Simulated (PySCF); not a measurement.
# Electron correlation in Nb²⁺ (niobium, charge +2)

[Kr] 4d3, high-spin 4F determinant. All numbers are calculated (PySCF 2.14, the spin-free X2C one-electron Hamiltonian (Gaussian nucleus), in x2c-QZVPPall (13s8p7d3f2g, 111 functions)). Frozen: [Ar] 3d10; 11 electrons correlated.

MP2 pair energies summed by pair of shells (mhartree):

```json
{"pair": "4p-4p", "energy": "-104.35", "share (%)": "37.5"}
{"pair": "4p-4d", "energy": "-100.09", "share (%)": "36.0"}
{"pair": "4s-4p", "energy": "-37.42", "share (%)": "13.4"}
{"pair": "4d-4d", "energy": "-15.93", "share (%)": "5.7"}
{"pair": "4s-4d", "energy": "-13.95", "share (%)": "5.0"}
{"pair": "4s-4s", "energy": "-6.58", "share (%)": "2.4"}
```

Total MP2 correlation energy: -278.33 mhartree.

Same-spin part -80.65 and opposite-spin part -197.68 mhartree; SCS-MP2 scales them by 1/3 and 6/5 to -264.10 mhartree.

This basis was not built for core-valence correlation, so the inner-shell part is incomplete.
